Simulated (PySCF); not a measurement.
## How methods differ on the excitation energy of C²⁺

C²⁺ [He] 2s2 (1S) → C²⁺ [He] 2s1 3s1 (3S), as a difference of total energies. Computed with PySCF 2.14 in aug-cc-pVTZ (5s4p3d2f, 46 functions), with the non-relativistic Hamiltonian (point nucleus). Correlated levels: valence: 1s2 frozen. The calculations carry no spin-orbit coupling.

```tsv
method	excitation energy (eV)
UHF	27.944
LDA	28.631
PBE	28.703
PBE0	28.735
r2SCAN	28.654
M06-L	29.314
wB97M-V	28.769
M06-2X	28.924
B3LYP	28.959
MP2 (valence)	28.995
SCS-MP2 (valence)	29.311
```

Q: How much does correlation contribute at MP2 (valence)?

A: 28.995 − (27.944) = 1.051 eV, measured against UHF.

The promoted electron is Rydberg-like, and one or two diffuse shells describe it only roughly, which tends to raise the upper state.
